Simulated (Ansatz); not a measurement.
Program: Ansatz. Geometries: PBE0-D4/def2-TZVP. ΔE: electronic, gas phase. CCSD(T)/CBS is the MP2 limit (def2-TZVPP, def2-QZVPP) plus CCSD(T) − MP2 in def2-TZVPP, frozen cores. This one scheme is used for every species. DFT in def2-TZVPP. B3LYP here is the variant with VWN-RPA as its local correlation; programs differ in this. HSE06 is defined as in plane-wave codes. Triplets are unrestricted, without spin–orbit coupling. For Ga outer-core shells are correlated without core-valence functions, which leaves a few kJ/mol of doubt a bond. Scalar relativity is left out up to krypton. One conformer a species, not always the lowest.

`C=C[CH2][GaH][Cl]` → `C=[CH][GaH][Cl]` + `[CH2]` (triplet)  (formal loss of a carbene)

Question: Is it downhill or uphill in electronic energy at CCSD(T)/CBS, and by how much? (Estimate.)

Answer: Ansatz gave: Uphill: ΔE = +439.7 kJ/mol.

Question: What do these levels give: PBE-D4, revPBE-D4, B97M-V, B3LYP-D4, r2SCAN0-D4, ωB97M-V, B2PLYP, revPBE, r2SCAN, r2SCAN0, HSE06, HF/CBS(def2)? (Estimate.)

Answer: Ansatz gave: PBE-D4 451.8, revPBE-D4 439.2, B97M-V 441.9, B3LYP-D4 434.0, r2SCAN0-D4 416.4, ωB97M-V 441.3, B2PLYP 428.3, revPBE 415.6, r2SCAN 419.2, r2SCAN0 413.7, HSE06 434.9, HF/CBS(def2) 281.1 kJ/mol.

Question: What do rigid-rotor, harmonic-oscillator terms from PBE0-D4/def2-TZVP frequencies (298.15 K, 1 bar) make of the CCSD(T)/CBS value? (An estimate is asked.)

Answer: Computed: ΔZPE = -28.1 kJ/mol, ΔH = +417.9 kJ/mol, ΔS = 156 J/(mol·K), ΔG = +371.3 kJ/mol. Open shells count their whole term as degenerate. Modes under 50 cm⁻¹ make the entropy rough.

Largest T1 diagnostic among the species: 0.012.

Leaving LDA and LC-ωPBE aside and taking each functional with its dispersion term where it has one, the values spread over 35.4 kJ/mol, from r2SCAN0-D4 to PBE-D4. LDA lies +79.0 kJ/mol from PBE without D4. In def2-TZVPP, CCSD(T) changes the Hartree–Fock value by +145.9 kJ/mol (the triples alone add +12.6 kJ/mol) and MP2 by +162.2 kJ/mol. From PBE to PBE0 (25 % exact exchange), in def2-TZVPP and without D4, ΔE moves by −9.3 kJ/mol.
